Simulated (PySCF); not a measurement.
Numbering as in the mapped SMILES `[SH:1][CH2:2][c:3]1[cH:4][cH:5][cH:6][o:7]1` (H(Xn): hydrogen on atom n).

[PySCF 2.14: coordinates at the PBE0-D3(BJ)/def2-TZVP level; shielding tensors at B97-2/pcSseg-2 (GIAO); non-relativistic; a single conformation; gas phase; fast rotation and ring inversion assumed for equivalent nuclei]

Scale: TMS for 13C and 1H; CS2 for 33S; 17O vs H2O (reference shieldings calculated alike).

```json
{"atoms": "C3", "nucleus": "13C", "count": "1", "δ (ppm)": "161.9"}
{"atoms": "H(C5)", "nucleus": "1H", "count": "1", "δ (ppm)": "6.51"}
{"atoms": "C2", "nucleus": "13C", "count": "1", "δ (ppm)": "28.2"}
{"atoms": "O7", "nucleus": "17O", "count": "1", "δ (ppm)": "?"}
{"atoms": "H(C6)", "nucleus": "1H", "count": "1", "δ (ppm)": "7.51"}
{"atoms": "H(C4)", "nucleus": "1H", "count": "1", "δ (ppm)": "6.29"}
{"atoms": "S1", "nucleus": "33S", "count": "1", "δ (ppm)": "?"}
{"atoms": "H(S1)", "nucleus": "1H", "count": "1", "δ (ppm)": "2.40"}
{"atoms": "C4", "nucleus": "13C", "count": "1", "δ (ppm)": "?"}
{"atoms": "H(C2)", "nucleus": "1H", "count": "2", "δ (ppm)": "3.66"}
{"atoms": "C5", "nucleus": "13C", "count": "1", "δ (ppm)": "?"}
{"atoms": "C6", "nucleus": "13C", "count": "1", "δ (ppm)": "148.3"}
```

Problem. Complete the table.

Solution. 
- C5: 117.0 ppm, aromatic CH
- C4: 112.4 ppm, aromatic CH
- S1: -37 ppm, thiol sulfur
- O7: 298.3 ppm, aromatic ring oxygen

Exchangeable OH/NH protons stand at their gas-phase positions; hydrogen bonding in a real sample shifts them, mostly to higher δ. Shifts are as computed. Against solution values, carbons near 30 ppm lie about +3 ppm off and those near 130 ppm about +7 ppm; carbons on S a further +4 ppm. Of 1211 compounds with measured shifts, 218 miss one by over three times the rms of a fit or turn the order of signals round; such compounds aren't used in these exercises. Unscaled 17O shifts of doubly bonded oxygen tend to come out too high, by tens of ppm or more. Experimental scales use liquid or dissolved standards, which lie at an offset from isolated H2O (liquid H2O: subtract about 36 ppm).
